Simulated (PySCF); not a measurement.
Species: C4H12N2SSi.
Z-matrix (Å and degrees, GFN2-xTB geometry), rows numbered from 1:
```
C 
N   1  1.4315
C   2  1.2534  1  123.58
C   3  1.5095  2  129.88  1     0.12
N   4  1.4433  3  111.36  2   159.64
C   5  1.4464  4  112.53  3   -71.64
Si  5  1.7124  4  120.27  3   126.92
S   7  2.1467  5  108.22  4  -165.54
H   1  1.0951  2  115.22  3   -21.97
H   1  1.0902  2  107.45  3  -144.44
H   1  1.0915  2  108.03  3    99.48
H   3  1.0863  2  115.92  1  -178.46
H   4  1.0994  3  110.59  2    36.91
H   4  1.0934  3  108.12  2   -80.46
H   6  1.0929  5  110.12  4    58.78
H   6  1.0871  5  109.74  4   178.72
H   6  1.0959  5  111.21  4   -61.14
H   7  1.4623  5  117.58  4    78.73
H   7  1.4587  5  106.69  4   -48.56
H   8  1.3242  7   96.65  5    56.86
```

Computed at PBE0/pcSseg-1 (PySCF, non-relativistic), with Q(14N) = 0.02044 b, Q(33S) = −0.0678 b: N2, 14N (I = 1): χzz = -5.503 MHz, η = 0.318; N5, 14N (I = 1): χzz = -5.399 MHz, η = 0.339; S8, 33S (I = 3/2): χzz = 31.80 MHz, η = 0.867.

Question: Where would the pure quadrupole (NQR) lines of 14N at N2 fall for the rigid, isolated species?

Answer: From ν± = (3/4)|χ|(1 ± η/3) and ν0 = |χ|η/2: ν+ 4.565 MHz, ν− 3.690 MHz, ν0 0.875 MHz (imine nitrogen).

Question: Where would the pure quadrupole (NQR) lines of 14N at N5 fall for the rigid, isolated species?

Answer: From ν± = (3/4)|χ|(1 ± η/3) and ν0 = |χ|η/2: ν+ 4.507 MHz, ν− 3.591 MHz, ν0 0.916 MHz (silicon-bound nitrogen).

Question: Find the zero-field quadrupole resonance frequencies of 33S at S8.

Answer: From ν = (|χ|/2)√(1 + η²/3): ν = 17.78 MHz (sulfur bonded to Si and H).

In a crystal, neighbours and librations shift these lines. GFN2-xTB bond lengths can be off by several hundredths of an ångström, more for odd bonds, and the gradients follow them. The small basis limits the accuracy of the gradients.

One conformer stands for the species.
